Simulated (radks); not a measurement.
Results of a calculation; reference values are marked as such.
Question: Cu+, configuration [Ar] 3d10. Code: a radial shooting solver on a logarithmic mesh with Libxc functionals. Model: non-relativistic Kohn-Sham, PBE, spin-unpolarised, spherical densities, point nucleus. Some entries of the table are withheld. Estimate them.

| orbital | occ. | eigenvalue (Ry) | <r^2> (bohr^2) | <r> (bohr) |
|---|---|---|---|---|
| 1s | 2 | -643.4824 | (1) | (2) |
| 2s | 2 | -77.03834 | 0.06713 | 0.2387 |
| 2p | 6 | (3) | 0.05290 | 0.2078 |
| 3s | 2 | -8.78266 | 0.6049 | 0.7231 |
| 3p | 6 | (4) | 0.6752 | 0.7552 |
| 3d | 10 | -1.01072 | 1.406 | 1.009 |
| 4s | 0 | (5) | 8.040 | 2.640 |
| 4p | 0 | (6) | 14.05 | 3.475 |

Answer: 
(1) 1s <r^2> (bohr^2): 0.003751
(2) 1s <r> (bohr): 0.05290
(3) 2p eigenvalue (Ry): -67.61456
(4) 3p eigenvalue (Ry): -5.85599
(5) 4s eigenvalue (Ry): -0.85171
(6) 4p eigenvalue (Ry): -0.47561
